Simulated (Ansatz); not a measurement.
Ansatz (a quantum-chemistry and plane-wave program) input (PBE0/STO-3G):

Ansatz 0.2 input:
```yaml
crystal:
  periodic: [false, false, false]
  atoms:
    - {symbol: C, position_ang: [1.66094917, -0.60667272, -0.18653124]}
    - {symbol: Ge, position_ang: [-0.02573006, 0.35745695, 0.19870615]}
    - {symbol: C, position_ang: [-1.57534832, -0.72532839, -0.39214057]}
    - {symbol: H, position_ang: [1.72328796, -0.80749620, -1.25875598]}
    - {symbol: H, position_ang: [1.68547915, -1.55476660, 0.34956615]}
    - {symbol: H, position_ang: [2.52240896, -0.01003700, 0.10952542]}
    - {symbol: H, position_ang: [-0.02781842, 1.72052845, -0.55504177]}
    - {symbol: H, position_ang: [-1.48686007, -0.92519313, -1.46270398]}
    - {symbol: H, position_ang: [-1.59822036, -1.67516023, 0.14094525]}
    - {symbol: H, position_ang: [-2.50852034, -0.19449108, -0.21010095]}
basis:
  gaussian:
    orbitals: STO-3G
hamiltonian:
  xc: {name: PBE0}
magnetization: {spin_polarized: true, initial_magnetization: 1}
```

End of the output:

```
integrals: 0.01 GiB planned
413 factors; integrals over basis functions are off by at most 3.1e-5 eV
0.08 GiB of the device are held for the grids
0.15 GiB of device memory are held for the factors and their scratch space
mean field: 0.13 GiB planned
mean field evaluation 1: about -58010.7661 eV, gradient 3.1e1 eV
mean field evaluation 2: about -58016.4536 eV, gradient 2.2e1 eV
mean field evaluation 4: about -58019.8376 eV, gradient 2.9e0 eV
mean field evaluation 8: about -58019.8593 eV, gradient 6.1e-2 eV
mean field evaluation 16: about -58019.8595 eV, gradient 5.6e-5 eV
mean field -58019.85951585 eV, -2132.1905099344 hartree, gradient 1.7e-5 eV, S^2 0.750949; 0 other end points of the search recorded, 0 dependent functions left out
reference -58019.85953400 eV, -2132.1905106012 hartree; 26, 25 occupied and 9, 10 virtual orbitals, 413 factors
Total energy: -58019.85953400 eV, -2132.1905106012 hartree
```

It need not be the lowest isomer of its formula.
